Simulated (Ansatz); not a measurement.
The cluster Tl₄Cl₃⁺. The state is a singlet with charge 1. Geometry PBE-D4/def2-SVP; atoms count from 1.

```xyz
7

Tl    0.4861    1.4607   -1.6679
Tl   -2.0123   -0.5785    0.8766
Tl    1.3847    1.4921    2.5580
Tl    0.9213   -2.8252   -1.3624
Cl   -0.8620    2.1601    0.8841
Cl    1.2820   -0.7411    0.6646
Cl   -1.1998   -0.9682   -1.9530
```

In the def2 sets Tl takes a core potential; there is no spin–orbit coupling. Another isomer (singlet) lies 0.08 eV lower at PBE0-D4/def2-TZVP; other spin states weren't run for this one.

Question: Estimate the Mulliken populations from the PBE0/def2-TZVP orbitals of Ansatz.

Answer: 
```json
{"atom": "Tl1", "charge (e)": "0.61"}
{"atom": "Tl2", "charge (e)": "0.61"}
{"atom": "Tl3", "charge (e)": "0.65"}
{"atom": "Tl4", "charge (e)": "0.65"}
{"atom": "Cl5", "charge (e)": "-0.48"}
{"atom": "Cl6", "charge (e)": "-0.54"}
{"atom": "Cl7", "charge (e)": "-0.48"}
```
Mulliken values depend strongly on the basis.

Question: And the Mayer bond orders between heavy atoms (over 0.3)?

Answer: Tl3–Cl5 0.35 (2.88 Å); Tl4–Cl7 0.35 (2.88 Å).
